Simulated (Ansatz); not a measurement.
C2HCl2F3 (`FC(F)(F)C(Cl)Cl`). The species carries charge 0 and has multiplicity 1.

```xyz
8

F     0.651    0.303    1.629
C     0.704   -0.051    0.345
F     1.604    0.728   -0.254
F     1.118   -1.307    0.271
C    -0.669    0.153   -0.304
Cl   -1.883   -0.802    0.533
Cl   -0.591   -0.226   -2.018
H    -0.936    1.203   -0.202
```

What are the harmonic wavenumbers in cm⁻¹ at PBE0-D4/def2-TZVP (Ansatz, finite differences of forces, unscaled)? (Best estimate.)

Ansatz gave: 72, 184, 211, 262, 357, 382, 529, 563, 679, 780, 851, 891, 1163, 1216, 1239, 1297, 1341, 3151.

Is this a minimum?

Yes, all 18 modes are real.

Give the ideal-gas thermochemistry at 298.15 K and 1 bar (rigid rotor, harmonic oscillator; point group Cs, symmetry number 1).

Zero-point energy 90.7 kJ/mol; H(298) − E = 110.8 kJ/mol; entropy 352.2 J/(mol·K), of which translation 171.6, rotation 120.4, vibration 60.2; G(298) − E = 5.7 kJ/mol. Modes under 100 cm⁻¹ are hindered rotations or soft bends, so the harmonic entropy is rough.

And at 400, 500, 600, 800 and 1000 K?


```json
{"T (K)": "400", "H − E (kJ/mol)": "122.0", "S (J/mol/K)": "384.6", "G − E (kJ/mol)": "-31.8"}
{"T (K)": "500", "H − E (kJ/mol)": "134.6", "S (J/mol/K)": "412.5", "G − E (kJ/mol)": "-71.7"}
{"T (K)": "600", "H − E (kJ/mol)": "148.3", "S (J/mol/K)": "437.5", "G − E (kJ/mol)": "-114.2"}
{"T (K)": "800", "H − E (kJ/mol)": "178.0", "S (J/mol/K)": "480.1", "G − E (kJ/mol)": "-206.1"}
{"T (K)": "1000", "H − E (kJ/mol)": "209.6", "S (J/mol/K)": "515.4", "G − E (kJ/mol)": "-305.8"}
```
